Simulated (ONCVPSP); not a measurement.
barium: ONCV pseudisation with LDA (Perdew-Wang 92), scalar-relativistic reference atom.

Input for ONCVPSP 4.0.1:

```
# ATOM AND REFERENCE CONFIGURATION
# atsym  z   nc   nv     iexc    psfile
  Ba 56.00    9    3  -001012      upf
#
#   n    l    f
    1    0    2.00
    2    0    2.00
    2    1    6.00
    3    0    2.00
    3    1    6.00
    3    2   10.00
    4    0    2.00
    4    1    6.00
    4    2   10.00
    5    0    2.00
    5    1    6.00
    6    0    1.75
#
# PSEUDOPOTENTIAL AND OPTIMIZATION
# lmax
    2
#
#   l,   rc,      ep,       ncon, nbas, qcut
    0    2.80    0.00    4    8    3.30
    1    1.85    0.00    4    7    4.00
    2    2.70    0.39    4    8    4.00
#
# LOCAL POTENTIAL
# lloc, lpopt,  rc(5),   dvloc0
    4    5    1.20    0.00
#
# VANDERBILT-KLEINMAN-BYLANDER PROJECTORs
# l, nproj, debl
    0    2    1.10
    1    2    3.80
    2    2    3.60
#
# MODEL CORE CHARGE
# icmod, fcfact, rcfact
    2    0.55    1.05
#
# LOG DERIVATIVE ANALYSIS
# epsh1, epsh2, depsh
   -3.00    5.00    0.02
#
# OUTPUT GRID
# rlmax, drl
    6.00    0.01
#
# TEST CONFIGURATIONS
# ncnf
    4
# nvcnf
#   n    l    f
    3
    5    0    2.00
    5    1    6.00
    6    0    2.00
#
    3
    5    0    2.00
    5    1    6.00
    6    0    1.00
#
    3
    5    0    2.00
    5    1    6.00
    6    0    0.00
#
    4
    5    0    2.00
    5    1    6.00
    6    0    0.00
    6    1    1.00
#
```

Command:

```bash
oncvpsp.x < Ba.dat > Ba.out
```

Output (shortened: citation, most of the input echo, consistency checks and plot data are left out):

```
ONCVPSP  (Optimized Norm-Conservinng Vanderbilt PSeudopotential)
scalar-relativistic version 4.0.1

#   n    l    f        energy (Ha)
    1    0    2.00    -1.3678908E+03
    2    0    2.00    -2.1628904E+02
    2    1    6.00    -1.9405487E+02
    3    0    2.00    -4.5676592E+01
    3    1    6.00    -3.8547901E+01
    3    2   10.00    -2.8165994E+01
    4    0    2.00    -8.9888488E+00
    4    1    6.00    -6.6869106E+00
    4    2   10.00    -3.3439955E+00
    5    0    2.00    -1.2912166E+00
    5    1    6.00    -7.3965469E-01
    6    0    1.75    -1.6212776E-01

Reference configufation results
  iterations    23
  all-electron total energy (Ha)   -8.12927545D+03

Begin loop to  construct optimized pseudo wave functions
and semi-local pseudopoentials for all angular momenta

Calculating optimized projector #   1

 for l=   0

    Fraction of norm inside rc  0.968291
    Optimizing pswf for qcut=   3.30 a_B^-1,  ecut=   5.44 Ha
    Residual kinetic energy error=  1.08D-04 Ha

    Energy error per electron        Cutoff
         Ha          eV             Ha
         0.01000     0.27211        1.71
         0.00100     0.02721        2.95
         0.00010     0.00272        5.84
         0.00001     0.00027       21.51

Calculating optimized projector #   2

 for l=   0

    Fraction of norm inside rc  0.093184
    Optimizing pswf for qcut=   3.30 a_B^-1,  ecut=   5.44 Ha
    Residual kinetic energy error=  2.03D-04 Ha

    Energy error per electron        Cutoff
         Ha          eV             Ha
         0.01000     0.27211        1.50
         0.00100     0.02721        3.45
         0.00010     0.00272        7.22
         0.00001     0.00027       25.48

   Wellstate for l =  1  n =  7
     eigenvalue =   3.0603
     asymptotic potential =   3.5603
     half-point radius =  3.1206

Calculating optimized projector #   1

 for l=   1

    Fraction of norm inside rc  0.505969
    Optimizing pswf for qcut=   3.99 a_B^-1,  ecut=   7.97 Ha
    Residual kinetic energy error=  7.14D-03 Ha

    Energy error per electron        Cutoff
         Ha          eV             Ha
         0.01000     0.27211        7.02
         0.00100     0.02721       30.71
         0.00010     0.00272       41.18
         0.00001     0.00027       48.77

Calculating optimized projector #   2

 for l=   1

    Fraction of norm inside rc  0.102708
    Optimizing pswf for qcut=   3.99 a_B^-1,  ecut=   7.97 Ha
    Residual kinetic energy error=  5.24D-02 Ha

    Energy error per electron        Cutoff
         Ha          eV             Ha
         0.01000     0.27211       11.34
         0.00100     0.02721       27.55
         0.00010     0.00272       46.62
         0.00001     0.00027       53.00

WARNING wellstate: moderately localized bound state found for n= 5 l=  2
WARNING scattering state with energy  0.05000000
WARNING will be used for the first projector

   Wellstate for l =  2  n =  6
     eigenvalue =   0.0500
     asymptotic potential =   0.5500
     half-point radius = 16.1202

   Wellstate for l =  2  n =  8
     eigenvalue =   3.6500
     asymptotic potential =   4.1500
     half-point radius =  4.3316

Calculating optimized projector #   1

 for l=   2

    Fraction of norm inside rc  0.107120
    Optimizing pswf for qcut=   4.01 a_B^-1,  ecut=   8.03 Ha
    Residual kinetic energy error=  8.04D-07 Ha

    Energy error per electron        Cutoff
         Ha          eV             Ha
         0.01000     0.27211        2.80
         0.00100     0.02721        4.46
         0.00010     0.00272        5.82
         0.00001     0.00027        6.92

Calculating optimized projector #   2

 for l=   2

    Fraction of norm inside rc  0.195232
    Optimizing pswf for qcut=   4.01 a_B^-1,  ecut=   8.03 Ha
    Residual kinetic energy error=  6.36D-04 Ha

    Energy error per electron        Cutoff
         Ha          eV             Ha
         0.01000     0.27211        6.90
         0.00100     0.02721        7.84
         0.00010     0.00272       13.04
         0.00001     0.00027       39.56

Construct Vanderbilt / Kleinmman-Bylander projectors

B matrix Hermiticity error, ll=   0
   1   2    6.7933E-05

  Orthonormal projector coefficients  9.8320E+00  8.6556E-01

B matrix Hermiticity error, ll=   1
   1   2   -3.7807E-04

  Orthonormal projector coefficients  1.0286E+01  1.6468E+00

B matrix Hermiticity error, ll=   2
   1   2   -6.4261E-05

  Orthonormal projector coefficients  5.7181E+00  6.0164E-01

Model core correction analysis
  based on d2Exc/dn_idn_j

d2excae - all-electron derivatives

   -2.307123D-02   -2.044518D-02   -2.127923D-03
   -2.044518D-02   -2.062139D-02   -3.723565D-03
   -2.127780D-03   -3.722747D-03   -2.445468D-02

d2excps - pseudofunction derivatives with no core correction

   -3.844193D-02   -2.479901D-02   -3.786986D-03
   -2.480010D-02   -2.509473D-02   -4.049748D-03
   -3.787652D-03   -4.048957D-03   -2.463032D-02

rms 2nd derivative error    5.772942E-03

amplitude prefactor, scale prefactor
   19.8786    1.0761

d2excps - pseudofunction derivatives with core correction

   -1.997227D-02   -1.856373D-02   -2.002955D-03
   -1.856339D-02   -2.175599D-02   -3.546381D-03
   -2.002786D-03   -3.545559D-03   -2.444930D-02

rms 2nd derivative error    1.416798E-03

Pseudoatom total energy  -25.995274

Diagnostic tests using Vanderbilt-Kleinman-Bylander pseudopotentials
  1 or more projectors used as specified by nproj input data

   l    rcore       rmatch      e in        delta e   norm test  slope test

   0   2.8061390   2.8913395  -1.2912166   0.0000005   1.0001068   1.0001007
   0   2.8061390   2.8913395  -0.1621278   0.0000006   1.0000144   1.0000117

   1   1.8571565   1.9135438  -0.7396547  -0.0000042   1.0000491   1.0000684
   1   1.8571565   1.9135438   3.0603453   0.0000556   1.0007024   1.0007024

   2   2.7072060   2.7894026   0.0500000   0.0000006   1.0000284   1.0000284
   2   2.7072060   2.7894026   3.6500000   0.0000153   1.0001539   1.0001539

 Testing for bound ghosts
   n   l    E NL Schr. Eq   E Basis Diag.   E Cutoff

       0                       -3.200892     33.65  WARNING - GHOST(-)
   1   0       -1.291216       -1.291212     33.65
   2   0       -0.162127       -0.152317     33.65

   2   1       -0.739659       -0.738897     64.22

   3   2       -0.122406       -0.118193     47.10

 Testing for highly-localized positive-energy ghosts
       l    <radius>/rc     E Basis Diag.   E Cutoff

       1        0.312811        3.894787     64.22  WARNING - GHOST(+)

       2        0.957769        6.219650     47.10  WARNING - GHOST(+)

Test configuration 0

   n   l     f        eae           eps        diff
   1   0  2.0000-1367.89076292
   2   0  2.0000 -216.28903757
   2   1  6.0000 -194.05486758
   3   0  2.0000  -45.67659190
   3   1  6.0000  -38.54790104
   3   2 10.0000  -28.16599369
   4   0  2.0000   -8.98884883
   4   1  6.0000   -6.68691065
   4   2 10.0000   -3.34399546
   5   0  2.0000   -1.29121658   -1.29121604    5.40D-07
   5   1  6.0000   -0.73965469   -0.73965892   -4.23D-06
   6   0  1.7500   -0.16212776   -0.16212719    5.69D-07

    Total energies and differences
      AE_ref= -8.12927545D+03  AE_tst= -8.12927545D+03  dif=  0.00D+00
      PS_ref= -2.59952742D+01  PS_tst= -2.59952742D+01  dif=  3.20D-14
      PSP excitation error= -3.20D-14

Test configuration 1

   n   l     f        eae           eps        diff
   1   0  2.0000-1367.84131055
   2   0  2.0000 -216.23961750
   2   1  6.0000 -194.00544878
   3   0  2.0000  -45.62719053
   3   1  6.0000  -38.49850019
   3   2 10.0000  -28.11659038
   4   0  2.0000   -8.93952558
   4   1  6.0000   -6.63759955
   4   2 10.0000   -3.29471275
   5   0  2.0000   -1.24230778   -1.24212922    1.79D-04
   5   1  6.0000   -0.69107538   -0.69108086   -5.48D-06
   6   0  2.0000   -0.12301804   -0.12301106    6.98D-06

    Total energies and differences
      AE_ref= -8.12927545D+03  AE_tst= -8.12931106D+03  dif= -3.56D-02
      PS_ref= -2.59952742D+01  PS_tst= -2.60308826D+01  dif= -3.56D-02
      PSP excitation error=  2.54D-06

Test configuration 2

   n   l     f        eae           eps        diff
   1   0  2.0000-1368.05549131
   2   0  2.0000 -216.45359895
   2   1  6.0000 -194.21942472
   3   0  2.0000  -45.84105306
   3   1  6.0000  -38.71235993
   3   2 10.0000  -28.33046513
   4   0  2.0000   -9.15291753
   4   1  6.0000   -6.85091930
   4   2 10.0000   -3.50786454
   5   0  2.0000   -1.45324126   -1.45412625   -8.85D-04
   5   1  6.0000   -0.90012855   -0.90016937   -4.08D-05
   6   0  1.0000   -0.28740565   -0.28747769   -7.20D-05

    Total energies and differences
      AE_ref= -8.12927545D+03  AE_tst= -8.12910752D+03  dif=  1.68D-01
      PS_ref= -2.59952742D+01  PS_tst= -2.58273029D+01  dif=  1.68D-01
      PSP excitation error= -3.79D-05

Test configuration 3

   n   l     f        eae           eps        diff
   1   0  2.0000-1368.30718126
   2   0  2.0000 -216.70490986
   2   1  6.0000 -194.47072442
   3   0  2.0000  -46.09213091
   3   1  6.0000  -38.96343239
   3   2 10.0000  -28.58156747
   4   0  2.0000   -9.40308896
   4   1  6.0000   -7.10095369
   4   2 10.0000   -3.75758517
   5   0  2.0000   -1.69874207   -1.70178442   -3.04D-03
   5   1  6.0000   -1.14191239   -1.14219116   -2.79D-04

    Total energies and differences
      AE_ref= -8.12927545D+03  AE_tst= -8.12873390D+03  dif=  5.42D-01
      PS_ref= -2.59952742D+01  PS_tst= -2.54534454D+01  dif=  5.42D-01
      PSP excitation error= -2.83D-04

Test configuration 4

   n   l     f        eae           eps        diff
   1   0  2.0000-1368.09634375
   2   0  2.0000 -216.49458012
   2   1  6.0000 -194.26033148
   3   0  2.0000  -45.88216814
   3   1  6.0000  -38.75346244
   3   2 10.0000  -28.37157412
   4   0  2.0000   -9.19385961
   4   1  6.0000   -6.89181579
   4   2 10.0000   -3.54866549
   5   0  2.0000   -1.49284650   -1.49540002   -2.55D-03
   5   1  6.0000   -0.93825208   -0.93842229   -1.70D-04
   6   1  1.0000   -0.20823131   -0.20830994   -7.86D-05

    Total energies and differences
      AE_ref= -8.12927545D+03  AE_tst= -8.12900810D+03  dif=  2.67D-01
      PS_ref= -2.59952742D+01  PS_tst= -2.57278132D+01  dif=  2.67D-01
      PSP excitation error= -1.12D-04
```

Note: ghosts flagged at negative energy: s at -87.1 eV; GHOST(+) flagged for p at 106.0 eV, d at 169.2 eV. A true bound ghost makes a file unfit for plane-wave use.

The run took about 4.2 s on one core of a shared server CPU.
